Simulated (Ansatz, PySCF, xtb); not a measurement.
HF (SMILES F) and H2 (SMILES [H][H]) are pulled apart as rigid monomers along the line of their centres of mass, from the B3LYP-D3(BJ)/def2-TZVP minimum. Starting geometry (charge 0, multiplicity 1):
```xyz
4

F      0.06905     0.09157    -0.12666
H      0.10901     0.08216     0.79901
H      0.56771     0.08013     2.71751
H     -0.17688     0.04173     2.75039
```

Interaction energies with rigid monomers; basis-set methods are counterpoise corrected unless marked otherwise.

Rows in 6-31G* carry no dispersion term and start afresh at each structure (6-31G* with six Cartesian d functions). MP2/6-31G* freezes PySCF's default core.

The values were computed with Ansatz (a quantum-chemistry and plane-wave program); PySCF for 6-31G* rows, the dispersion terms; xtb for the GFN methods. Each number belongs to the level named beside it.

```tsv
H2···H3 (Å)	GFN2-xTB (kJ/mol)	HF/6-31G* (no counterpoise) (kJ/mol)	PBE0-D4/def2-TZVPPD (kJ/mol)	M06-2X/6-31G* (no counterpoise) (kJ/mol)	MP2/6-31G* (no counterpoise) (kJ/mol)
1.78	-1.8	7.6	-5.3	2.0	5.8
1.97	-3.9	2.3	-5.8	-1.1	1.3
2.26	-3.6	___	___	-2.2	-1.0
2.75	-2.0	-1.0	-2.5	-1.9	-1.1
3.53	-0.8	-0.5	-0.9	-0.8	-0.5
```

**Question.** Fill in the missing entries.

**Answer.** 
- 2.26, PBE0-D4/def2-TZVPPD (kJ/mol): -4.6
- 2.26, HF/6-31G* (no counterpoise) (kJ/mol): -0.5
